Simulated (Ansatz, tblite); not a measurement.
Forces on MnCl₂ at its B3LYP-D4/def2-TZVP geometry. Total charge 0; doublet.

The xTB rows come from tblite. At PBE0-D4/def2-TZVP the charge 0 doublet is spin-contaminated (final ⟨S²⟩ up to 2.70, 0.75 for a pure state). The geometry of the doublet was relaxed on an unsound state (⟨S²⟩ 2.68, where a pure state has 0.75). At PBE0-D4/def2-TZVP a sextet of charge 0 lies 2.78 eV below the doublet, each at its own geometry. The structure comes from a short search, and lower isomers may exist.

GFN1-xTB (tblite), largest force 2.03 eV/Å:

```xyz
3
positions Å, forces eV/Å
Mn    0.000    0.000    0.000    0.000    0.000    0.000
Cl   -0.730   -1.490    1.381    0.685    1.399   -1.297
Cl    0.730    1.490   -1.381   -0.685   -1.399    1.297
```

GFN2-xTB (tblite), largest force 2.90 eV/Å:

```
Mn 0.000 0.000 0.000
Cl 0.980 2.000 -1.855
Cl -0.980 -2.000 1.855
```

PBE0-D4/def2-TZVP (Ansatz), largest force 0.16 eV/Å:

```
Mn 0.000 0.000 0.000
Cl 0.055 0.112 -0.104
Cl -0.055 -0.112 0.104
```
